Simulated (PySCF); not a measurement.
## Gd(SH)3(H2O) at several levels of theory

Computed with PySCF 2.14.0 (density fitting, no spin-orbit coupling) at the geometry relaxed with PBE0:

```xyz
10
Gd(SH)3(H2O) (singlet in the valence; each metal's 4f electrons, 7 of them, lie in its core potential, out of spins and levels)
Gd   -0.0670   -0.3711    0.0519
S     0.7446    1.7569    1.4172
H     1.9850    1.8236    0.8798
S    -2.1385   -1.6444    1.0197
H    -2.3259   -0.6973    1.9716
S     1.5978   -1.6905   -1.4810
H     0.9288   -2.8615   -1.3519
O    -1.0799    1.4161   -1.1853
H    -0.8239    2.2057   -0.6738
H    -1.8915    1.5991   -1.6735
```

```csv
level,basis,state,HOMO (eV),gap (eV),charge on Gd1 (e),population of f-type functions on Gd1 (polarisation alone where 4f lies in the core),dipole about the centre of mass (D),largest force component (eV/Å)
PBE0,"Gd lcecp-1-SVP with ECP53, S def2-SVP, H def2-SVP, O def2-SVP",singlet,-7.00,5.65,0.78,0.04,4.70,0.01
TPSSh,the same,singlet,-6.38,4.80,0.81,0.04,4.69,0.24
PBE0,"Gd lcecp-1-TZVP with ECP53, S def2-TZVP, H def2-TZVP, O def2-TZVP",singlet,-7.09,5.63,1.27,0.05,4.62,0.29
```

In the lcecp rows the 4f levels are missing from HOMO and gap, and the state counts the valence alone.

Charges are Mulliken's, which hang on the basis. The relaxation used the grid (50, 194), these runs (75, 302) or, all-electron (x2c bases, spin-free X2C Hamiltonian), (99, 590).

Task: What does r2SCAN with Gd lcecp-1-SVP with ECP53, S def2-SVP, H def2-SVP, O def2-SVP give here?

Result: state singlet, HOMO (eV) -6.12, gap (eV) 4.40, charge on Gd1 (e) 0.77, population of f-type functions on Gd1 (polarisation alone where 4f lies in the core) 0.04, dipole about the centre of mass (D) 4.69, largest force component (eV/Å) 0.15. Time: 16 s on 2 threads of Arm Neoverse V1 (shared host), from an already converged density.

In the first row's basis the gap widens with exact exchange: 4.4 eV for r2SCAN (none); 4.8 to 5.7 eV for TPSSh, PBE0 (a fixed share).

No frequency check is given that shows the relaxed geometry to be a minimum. An lcecp potential fixes the number of 4f electrons, so in runs with it no electron can move into or out of that shell.
